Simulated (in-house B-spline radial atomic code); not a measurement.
Tm is squeezed into an impenetrable sphere of radius R (the orbitals vanish at R). No spin polarisation. Computed with a radial B-spline atomic code at the basis-set limit: scalar-relativistic (X2C) PBE, spherical fractional occupations, Fermi nucleus of rms radius 5.2256 fm.

Energies in eV above the free atom in [Xe] 4f13 6s2:

```json
{"R (bohr)": "7.62", "highest level (eV)": "-2.34", "[Xe] 4f13 6s2": "0.5637", "[Xe] 4f13 5d1 6s1": "3.872", "[Kr] 4d9 4f13 5s2 5p6 5f1 6s2": "183.9"}
{"R (bohr)": "6.79", "highest level (eV)": "-1.81", "[Xe] 4f13 6s2": "1.235", "[Xe] 4f13 5d1 6s1": "4.528", "[Kr] 4d9 4f13 5s2 5p6 5f1 6s2": "185.9"}
{"R (bohr)": "4.78", "highest level (eV)": "2.61", "[Xe] 4f13 6s2": "8.82", "[Xe] 4f13 5d1 6s1": "10.68", "[Kr] 4d9 4f13 5s2 5p6 5f1 6s2": "200.4"}
{"R (bohr)": "4.18", "highest level (eV)": "7.29", "[Xe] 4f13 6s2": "16.99", "[Xe] 4f13 5d1 6s1": "16.88", "[Kr] 4d9 4f13 5s2 5p6 5f1 6s2": "212.9"}
{"R (bohr)": "3.34", "highest level (eV)": "23.1", "[Xe] 4f13 6s2": "49.04", "[Xe] 4f13 5d1 6s1": "41.18", "[Kr] 4d9 4f13 5s2 5p6 5f1 6s2": "255.1"}
{"R (bohr)": "3.08", "highest level (eV)": "32.9", "[Xe] 4f13 6s2": "71.62", "[Xe] 4f13 5d1 6s1": "58.6", "[Kr] 4d9 4f13 5s2 5p6 5f1 6s2": "282.6"}
{"R (bohr)": "2.52", "highest level (eV)": "74.2", "[Xe] 4f13 6s2": "181.1", "[Xe] 4f13 5d1 6s1": "145.7", "[Kr] 4d9 4f13 5s2 5p6 5f1 6s2": "408.3"}
{"R (bohr)": "2.38", "highest level (eV)": "92.2", "[Xe] 4f13 6s2": "234.9", "[Xe] 4f13 5d1 6s1": "189.5", "[Kr] 4d9 4f13 5s2 5p6 5f1 6s2": "468.2"}
{"R (bohr)": "1.77", "highest level (eV)": "263", "[Xe] 4f13 6s2": "859.7", "[Xe] 4f13 5d1 6s1": "720.5", "[Kr] 4d9 4f13 5s2 5p6 5f1 6s2": "1146"}
{"R (bohr)": "1.48", "highest level (eV)": "473", "[Xe] 4f13 6s2": "1809", "[Xe] 4f13 5d1 6s1": "1559", "[Kr] 4d9 4f13 5s2 5p6 5f1 6s2": "2158"}
```

Does [Xe] 4f13 5d1 6s1 fall below [Xe] 4f13 6s2 under compression?

Yes, between R = 4.78 and 4.18 bohr the order changes (near 4.21 bohr by linear interpolation).

Does [Kr] 4d9 4f13 5s2 5p6 5f1 6s2 fall below [Xe] 4f13 6s2 under compression?

No, it stays above over the whole range.

The highest level is first positive in the row R = 4.78 bohr, pushed up by confinement above the zero of the free ion's potential. Each configuration is held fixed and needn't be the lowest in the sphere.
